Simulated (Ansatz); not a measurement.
Input for Ansatz (development build ahead of 0.2.0):

```yaml
crystal:
  periodic: [false, false, false]
  atoms:
    - { symbol: Cu, position_ang: [0.0, 0.0, 0.0] }
    - { symbol: O, position_ang: [0.0, 0.0, 1.9] }
    - { symbol: H, position_ang: [0.775, 0.0, 2.475] }
    - { symbol: H, position_ang: [-0.775, 0.0, 2.475] }
basis:
  gaussian: { orbitals: def2-SVP }
total_charge: 2
magnetization:
  spin_polarized: true
  initial_magnetization: 1
hamiltonian:
  xc: pbe0
scf:
  omitted_lower_state_checks: [stability, starts, atomic_configurations, cluster_reference, orbital_swaps, given_window_search, neighbouring_geometries, increment]
output:
  forces: true
```

The input is written out in the form of the current development build from the run's settings.

The run gave:

```json
{"Converged": "yes", "Total energy": "-1715.44068 hartree", "Spin squared of the determinant": "0.753"}
```

Forces (eV/Å):
```
atom      Fx     Fy      Fz
 Cu1   0.000  0.000  -0.251
  O2   0.000  0.000  -1.593
  H3   1.287  0.000   0.922
  H4  -1.287  0.000   0.922
```

This is not the lowest solution: another run reaches a determinant 0.02 eV lower. Caution: other spin multiplicities were not run.
